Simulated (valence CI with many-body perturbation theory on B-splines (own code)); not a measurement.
**Forbidden lines of Cd²⁶⁺**

Method: valence CI with perturbative core correlation (CI+MBPT): four valence electrons over a frozen Dirac-Fock core [Ar], a basis of 7 s, 7 p, 8 d, 6 f, 4 g, 1 h functions for each j, with the one-electron correlation potential Σ1 (screened to all orders), the two-electron term Σ2, the three-electron term Σ3, Breit, model QED; selected single and double excitations, second order for the rest, scaled by the run's own slope (own B-spline code, finite nucleus).

No measured spectrum was set against this ion. As an estimate, large intervals hold to a few tenths of a per cent, small ones and those within an open d or f shell to about a per cent. Only levels of the ground parity were solved; by the run's estimate the other parity begins above the list, which can be wrong where configurations are misplaced.

Lines 1 to 50 of 120 in falling wavelength, among levels below 566700 cm⁻¹, chosen from the decays that carry over 1 % of a level's rate. Wavelengths and rates use the calculated energies. S is in atomic units (e²a₀⁴ for E2 and M2, e²a₀⁶ for E3), for M1 in squared Bohr magnetons. Weak lines are less certain than strong ones. Lines between different terms over intervals too small for the method are left out, as are lines whose strength nearly cancels.

Names give the largest LS component (configuration and term), which can be under half, so a name can repeat, a term be missing and a line seem to break the LS rules; names also repeat where a configuration has a term twice. Letters in brackets count levels of one name in rising energy.

```tsv
λ vac (Å)	Upper	Lower	Type	A (s⁻¹)	S (a.u.)
13600	3d⁴ ⁵D_4	3d⁴ ⁵D_3	M1	7.55e+00	6.34e+00
8504	3d⁴ ³H_6	3d⁴ ³H_5	M1	1.91e+01	5.66e+00
5746	3d⁴ ⁵D_3	3d⁴ ⁵D_2	M1	2.05e+02	1.01e+01
4576	3d⁴ ³G_3	3d⁴ ³H_4	M1	7.01e+01	1.74e+00
3974	3d⁴ ⁵D_2	3d⁴ ⁵D_1	M1	7.25e+02	8.44e+00
3715	3d⁴ ³P_2 [c]	3d⁴ ³P_2 [b]	M1	1.51e+02	1.43e+00
3277	3d⁴ ³H_5	3d⁴ ³H_4	M1	4.49e+02	6.44e+00
3261	3d⁴ ³D_2	3d⁴ ³P_1 [a]	M1	3.18e+02	2.04e+00
3010	3d⁴ ⁵D_1	3d⁴ ⁵D_0 [a]	M1	1.37e+03	4.16e+00
2830	3d⁴ ³P_2 [b]	3d⁴ ³D_1	M1	3.01e+02	1.26e+00
2750	3d⁴ ³G_4	3d⁴ ³G_3	M1	7.02e+02	4.87e+00
2667	3d⁴ ³F_4 [b]	3d⁴ ³G_5	M1	2.06e+02	1.30e+00
2652	3d⁴ ³P_2 [a]	3d⁴ ³D_2	M1	2.05e+02	7.08e-01
2622	3d⁴ ³D_2	3d⁴ ³F_2 [a]	M1	2.37e+02	7.93e-01
2592	3d⁴ ³F_3 [b]	3d⁴ ³P_2 [c]	M1	3.05e+02	1.38e+00
2382	3d⁴ ³P_1 [a]	3d⁴ ⁵D_0 [b]	M1	1.23e+03	1.84e+00
2372	3d⁴ ³F_4 [a]	3d⁴ ³H_5	M1	4.95e+02	2.20e+00
2370	3d⁴ ³D_2	3d⁴ ³G_3	M1	2.59e+01	6.40e-02
2297	3d⁴ ³H_4	3d⁴ ⁵D_4	M1	1.97e+03	7.97e+00
2171	3d⁴ ³D_3	3d⁴ ³F_2 [a]	M1	1.26e+02	3.35e-01
2108	3d⁴ ³G_5	3d⁴ ³G_4	M1	1.73e+03	6.62e+00
2065	3d⁴ ³P_2 [b]	3d⁴ ³P_2 [a]	M1	2.74e+02	4.47e-01
1968	3d⁴ ³D_1	3d⁴ ³D_2	M1	1.16e+03	9.87e-01
1968	3d⁴ ³F_4 [a]	3d⁴ ³G_3	M1	2.49e+02	6.34e-01
1965	3d⁴ ³H_4	3d⁴ ⁵D_3	M1	5.64e+02	1.43e+00
1959	3d⁴ ³F_4 [b]	3d⁴ ³F_3 [a]	M1	3.44e+02	8.63e-01
1855	3d⁴ ³F_3 [b]	3d⁴ ¹F_3	M1	8.87e+01	1.47e-01
1755	3d⁴ ³F_4 [c]	3d⁴ ³F_4 [b]	M1	3.68e+02	6.63e-01
1722	3d⁴ ³P_2 [b]	3d⁴ ³F_3 [a]	M1	5.76e+02	5.45e-01
1718	3d⁴ ³G_4	3d⁴ ³H_4	M1	8.92e+02	1.51e+00
1666	3d⁴ ¹F_3	3d⁴ ³P_2 [a]	M1	2.56e+02	3.08e-01
1578	3d⁴ ³G_5	3d⁴ ³H_6	M1	1.21e+03	1.94e+00
1529	3d⁴ ³G_3	3d⁴ ⁵D_4	M1	2.12e+02	1.97e-01
1527	3d⁴ ³F_3 [b]	3d⁴ ³P_2 [b]	M1	9.02e+02	8.33e-01
1510	3d⁴ ³F_3 [a]	3d⁴ ³F_2 [a]	M1	3.83e+03	3.43e+00
1463	3d⁴ ³P_2 [a]	3d⁴ ³P_1 [a]	M1	7.59e+02	4.40e-01
1436	3d⁴ ¹F_3	3d⁴ ³F_3 [a]	M1	1.46e+03	1.12e+00
1423	3d⁴ ³F_3 [a]	3d⁴ ³G_3	M1	3.98e+03	2.98e+00
1419	3d⁴ ³F_4 [b]	3d⁴ ³F_4 [a]	M1	2.58e+03	2.46e+00
1405	3d⁴ ³F_4 [b]	3d⁴ ³D_3	M1	1.05e+03	9.73e-01
1379	3d⁴ ³F_3 [b]	3d⁴ ³F_4 [b]	M1	2.37e+03	1.61e+00
1376	3d⁴ ³F_4 [a]	3d⁴ ³H_4	M1	6.28e+03	5.46e+00
1375	3d⁴ ³G_3	3d⁴ ⁵D_3	M1	2.96e+03	2.00e+00
1362	3d⁴ ¹I_6	3d⁴ ³H_6	M1	2.63e+03	3.20e+00
1350	3d⁴ ³H_5	3d⁴ ⁵D_4	M1	1.11e+03	1.12e+00
1331	3d⁴ ³G_5	3d⁴ ³H_5	M1	1.82e+03	1.75e+00
1327	3d⁴ ³P_2 [c]	3d⁴ ³P_2 [a]	M1	2.33e+03	1.01e+00
1318	3d⁴ ³P_2 [a]	3d⁴ ³F_2 [a]	M1	1.40e+03	5.95e-01
1278	3d⁴ ³P_2 [b]	3d⁴ ³D_3	M1	2.56e+03	9.93e-01
1252	3d⁴ ³P_2 [a]	3d⁴ ³G_3	M1	2.43e+02	8.85e-02
```
